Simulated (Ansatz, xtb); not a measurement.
Ranking isomers of C5H6F2Si

4 gas-phase structures of C5H6F2Si, from a drawn sample of its isomers (lower ones may exist). Each was relaxed with GFN2-xTB; where two conformers were screened, the lower at r2SCAN-D4/def2-SVP is listed:

A. `C#C[C@@]1(F)CC[Si@H]1F`, a singlet
B. `CC1=CC(F)=C[Si@@H]1F`, a singlet
C. `FC1=CCC([SiH3])=C1F`, a singlet
D. `C#C/C(=C/[SiH2]F)CF`, a singlet

Make a reasoned guess at their ranking by r2SCAN-D4/def2-SVP single-point energy.

Calculated order at r2SCAN-D4/def2-SVP: B (0.0), D (45.7), A (47.6), C (47.8) kcal/mol. Less than 1 kcal/mol parts A and C, so the order within that pair means little.

Energies above the lowest of each column, in kcal/mol; the last columns are at PBE-D3(BJ)/def2-SVP geometries and were run for some of them only (a dash: not run or not comparable):

| structure | GFN2-xTB | HF/STO-3G | r2SCAN-D4/def2-SVP | PBE-D3(BJ)/def2-SVP | CCSD(T)/def2-SVP + ΔMP2/def2-TZVPP |
| --- | --- | --- | --- | --- | --- |
| B | 0.0 | 0.0 | 0.0 | 0.0 | 0.0 |
| D | 24.6 | 58.2 | 45.7 | 46.5 | 39.7 |
| A | 29.8 | 34.7 | 47.6 | 44.7 | 40.5 |
| C | 28.0 | 17.4 | 47.8 | – | – |

Every level run on B puts it lowest or level with the lowest. Flexible structures stand in one conformer each, not always the lowest. Frequencies (GFN2-xTB) were run for A, B, D alone. ΔMP2 is the change of the MP2 energy from the smaller to the larger basis.

Over these structures GFN2-xTB departs from r2SCAN-D4/def2-SVP by 7.3 kcal/mol on average once a common shift is removed. A GFN2-xTB relaxation took about 0.083 s and the r2SCAN-D4/def2-SVP energy about 2.1 s on a shared host (Ansatz 0.2.0, xtb 6.7.1).
